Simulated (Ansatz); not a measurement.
[AlF4]- (AlF₄⁻). The state is a singlet with charge -1. Geometry r2SCAN-D4/def2-SVPD, basis def2-TZVPD, Ansatz.

```
run  HOMO (eV)  LUMO (eV)
  A      -8.36       5.06
  B      -8.05       5.06
  C     -10.89       5.16
  D      -3.69       3.38
  E      -5.04       3.65
  F      -3.88       3.97
```

LC-ωPBE has ω = 0.4 bohr⁻¹. HSE06 is defined as in plane-wave codes, on full-range PBE exchange.

Question: The runs used HF, HSE06, LC-ωPBE, LDA (SPW92), r2SCAN, ωB97X-V. Estimate which is which.

Answer: A LC-ωPBE (range-separated); B ωB97X-V (range-separated); C HF (100 % exact exchange); D LDA (SPW92) (0 % exact exchange); E HSE06 (range-separated); F r2SCAN (0 % exact exchange). Exact exchange lowers occupied and raises empty levels; among semilocal functionals meta-GGAs tend to open the gap a little, and such runs are hard to tell apart. The gap grows from 7.07 eV (LDA (SPW92)) to 16.05 eV (HF).
